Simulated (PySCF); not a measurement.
**In²⁺: ionisation energy**

In²⁺ [Kr] 4d10 5s1 (2S) → In³⁺ [Kr] 4d10 (1S), as a difference of total energies. All numbers are calculated (PySCF 2.14, scalar relativity by spin-free X2C-1e, in ANO-RCC-VTZP (7s6p4d2f1g, 68 functions)). Correlated levels: valence and next inner shell: [Ar] 3d10 frozen. The calculations carry no spin-orbit coupling.

| method | ionisation energy (eV) | error (eV) |
| --- | --- | --- |
| UHF | 26.609 | -1.435 |
| LDA | 28.930 | +0.886 |
| PBE | 28.523 | +0.479 |
| PBE0 | 28.173 | +0.129 |
| r2SCAN | 28.190 | +0.146 |
| wB97X-V | 27.845 | -0.199 |
| BP86 | 28.609 | +0.565 |
| MN15 | 27.945 | -0.099 |
| MP2 (valence and next inner shell) | 28.032 | -0.012 |
| SCS-MP2 (valence and next inner shell) | 27.784 | -0.260 |

Reference: 28.044 eV (measured; NIST Atomic Spectra Database, ionization energies).

Errors of the correlated levels include the incompleteness of this basis and the frozen core.
